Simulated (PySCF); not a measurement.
C6H9F3N (doublet state).
Z-matrix (Å and degrees, PBE0-D3(BJ)/def2-SVP geometry), rows numbered from 1:
```
F 
C   1  1.3455
F   2  1.3379  1  107.87
F   2  1.3529  1  106.03  3   113.12
C   2  1.4794  1  111.37  3  -122.89
C   5  1.4931  2  118.70  1   175.30
C   6  1.5254  5  111.29  2  -170.92
C   7  1.5237  6  110.26  5   -49.54
C   8  1.5200  7  110.51  6    57.95
N   5  1.3798  2  115.66  1   -34.92
H   6  1.1108  5  109.51  2    68.53
H   6  1.1003  5  109.33  2   -47.57
H   7  1.1008  6  110.09  5  -171.98
H   7  1.1039  6  109.41  5    70.70
H   8  1.1039  7  109.60  6   -62.41
H   8  1.1011  7  111.09  6   179.31
H   9  1.1103  8  108.95  7    68.57
H   9  1.1009  8  110.66  7  -173.85
H  10  1.0143  5  114.06  2    29.71
```

The hyperfine couplings belong to this conformer and change with its torsions.

As a line formula: `FC(F)(F)[C]1CCCCN1` [radical].

Computed with UKS B3LYP, IGLO-III on C F N, pcH-1 on H, non-relativistic, mean-field spin-orbit, GIAO (PySCF 2.14.0). The structure is a single PBE0-D3(BJ)/def2-SVP conformer in the gas phase; no vibrational or solvent corrections. Stability of the SCF solution: not tested.

Give the principal g shifts and their parts.

| Δg (ppm) | 1 | 2 | 3 |
| --- | --- | --- | --- |
| relativistic mass correction | -191 | -191 | -191 |
| gauge correction | 13 | 77 | 60 |
| orbital Zeeman/spin–orbit | 120 | 365 | 1071 |
| total | -58 | 250 | 940 |

So g = 2.00226, 2.00257, 2.00326 and g_iso = 2.00270; the tensor is rhombic: the two nearest values differ by 31 % of g3 − g1. Axes: g2 points within 8° of the C5–N10 bond.

At 9.743 GHz, how far is the centre of the isotropic spectrum from where a free electron (g = 2.002319) resonates?

B = hν/(g μB) with μB/h = 13.99624 MHz/mT gives 347.65 mT for the free electron and 347.59 mT at g_iso, 0.07 mT lower.

What are the electron Larmor frequencies g μB B/h along the three axes at 350 mT?

9.8084, 9.8100, 9.8133 GHz for g1, g2 and g3, a range of 4.9 MHz.

In a frozen sample, at which fields do the three g values resonate at 9.5, 34, 94 and 263 GHz (hyperfine left aside), and which band first spreads them over more than twice a line width of 1.0 mT?

```
band    GHz  B(g3) mT  B(g2) mT  B(g1) mT  spread mT
   X    9.5    338.82    338.94    338.99       0.17
   Q   34.0   1212.64   1213.05   1213.24       0.60
   W   94.0   3352.58   3353.73   3354.25       1.67
   J  263.0   9380.09   9383.32   9384.77       4.68
```

The spread grows in proportion to the frequency. J band is the first where it exceeds 2.0 mT.

Largest spin populations (Mulliken): C5 (+0.78), N10 (+0.19), C6 (-0.08) and H11 (+0.06). The positive populations add up to 1.12 and the negative ones to -0.12, together 2S = 1. The angles at C5 add up to 352.7°, so it is slightly pyramidal.

The HOMO–LUMO gaps are 5.13 eV among the α and 6.38 eV among the β orbitals.
